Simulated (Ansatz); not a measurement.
`C[Si](F)(F)[SiH3]` + `O=C[SiH2]F` → `F[Si](F)(F)[SiH3]` + `C[SiH2]C=O` at 600 K and 1 bar (redistribution).

Calculated with Ansatz (gas phase, PBE0-D4/def2-TZVP geometries, no zero-point term in ΔE). CCSD(T)/CBS adds triple-zeta CCSD(T) − MP2 to the extrapolated MP2 energy (def2 sets, frozen cores). One conformer a species, not always the lowest.

| species | CCSD(T)/CBS energy (Eh) | H − E (kJ/mol) | S (J/(mol·K)) |
| --- | --- | --- | --- |
| `C[Si](F)(F)[SiH3]` | -819.55181 | 248.2 | 474.8 |
| `O=C[SiH2]F` | -503.92730 | 144.5 | 374.6 |
| `F[Si](F)(F)[SiH3]` | -879.54323 | 149.4 | 428.2 |
| `C[SiH2]C=O` | -443.94476 | 243.3 | 409.8 |

H − E and S are ideal-gas, rigid-rotor, harmonic terms from PBE0-D4/def2-TZVP, for one conformer and one mirror image of each species. 1 Eh = 2625.50 kJ/mol, R = 8.31446 J/(mol·K).

By hand: ΔE, ΔH, ΔS and ΔG.

ΔE = (-879.54323) + (-443.94476) − (-819.55181) − (-503.92730) = -0.00888 Eh = -23.3 kJ/mol. Δ(H − E) = 149.4 + 243.3 − 248.2 − 144.5 = 0.0, so ΔH = -23.3 kJ/mol. ΔS = 428.2 + 409.8 − 474.8 − 374.6 = -11.4 J/(mol·K). ΔG = -23.3 − 600 × (-11.4)/1000 = -16.5 kJ/mol.

By hand: the equilibrium constant, and the temperature at which ΔG would vanish if ΔH and ΔS stayed fixed.

log₁₀ K = −ΔG/(RT ln 10) = 1.4. ΔG = 0 at ΔH/ΔS = 2044 K, though so small a ΔS makes that figure unsure.

The number of gas molecules stays the same, so ΔS is small and ΔH decides. A doubt of 5 kJ/mol in ΔE shifts log₁₀ K by 0.4 here. Other conformers and mirror images would add mixing entropy, several J/(mol·K) or more a flexible species. These are equilibria of isolated gas molecules and say nothing of rates. Largest T1 diagnostic: 0.014 (customary marks: 0.02 for closed shells, 0.045 for open ones).
